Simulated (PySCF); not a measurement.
Unknowns

Calculated, not measured (PySCF 2.14): shielding tensors at PBE0/pcSseg-1 (GIAO), geometry: GFN2-xTB. Averaged over atoms made equivalent by symmetry, fast rotation or ring inversion, non-relativistic Hamiltonian, a single conformation, no solvent.

References, each an isolated molecule treated in the same way: ¹H and ¹³C against TMS. Where no couplings were computed, multiplicities follow the n + 1 count of equivalent neighbours, and m marks all less simple cases (inequivalent or close neighbours, rings, F or P nearby). Shifts are as computed. Against solution values, carbons near 30 ppm lie about +3 ppm off and those near 130 ppm about +5 ppm. Of 1313 compounds with measured shifts, 239 miss one by over three times the rms of a fit or turn the order of signals round; such compounds aren't used in these exercises.

Q: C8H9N. ¹H NMR (400 MHz, computed): δ 6.81 (m, 1H), 6.11 (m, 1H), 5.79 (m, 1H), 5.78 (br s, 1H), 5.54 (br s, 1H), 5.35 (br s, 1H), 5.28 (br s, 1H), 3.16 (s, 2H). ¹³C{¹H} NMR (computed): δ 157.1 (C), 146.6 (C), 146.2 (CH), 127.9 (CH2), 127.1 (CH2), 122.6 (CH2), 121.3 (C), 30.5 (CH2). Identify the compound.

A: `C=CC(=C)C(=C)CC#N`. Rings plus π bonds: 5 (no ring in the answer). 8 carbon signals for 8 carbons: no two carbons are equivalent. Carbon types of the structure: 3 × C, 1 × CH, 4 × CH2, which accounts for all hydrogens. δC 157.1, 146.6: fully substituted alkene carbon; as expected for a trigonal carbon in a double bond. δC 146.2: alkene CH; an sp2 carbon of a C=C bond. δC 127.9, 127.1, 122.6: terminal =CH2 carbon; as expected for a trigonal carbon in a double bond. δC 121.3: nitrile carbon; typical of a nitrile.

The shifts were computed for this structure.

Q: C8H9N. ¹H NMR (300 MHz, computed): δ 7.25 (m, 1H), 7.03 (d, 1H), 5.97 (m, 1H), 5.82 (m, 1H), 5.68 (br s, 1H), 5.29 (br s, 1H), 2.18 (s, 3H). ¹³C{¹H} NMR (computed): δ 153.2, 148.1, 141.7, 133.0, 127.6, 124.2, 123.5, 25.4. Identify the compound.

A: `C=C/C=C(/C#N)C(=C)C`. Rings plus π bonds: 5 (no ring in the answer). 8 carbon signals for 8 carbons: no two carbons are equivalent. Carbon types of the structure: 3 × C, 2 × CH, 2 × CH2, 1 × CH3, which accounts for all hydrogens. δC 153.2, 141.7: alkene CH; the olefinic region. δC 148.1, 123.5: fully substituted alkene carbon; as expected for a trigonal carbon in a double bond. δC 133.0, 127.6: terminal =CH2 carbon; an sp2 carbon of a C=C bond. δC 124.2: nitrile carbon; this is the usual window of a C≡N carbon, which has no attached hydrogen.

The shifts were computed for this structure.
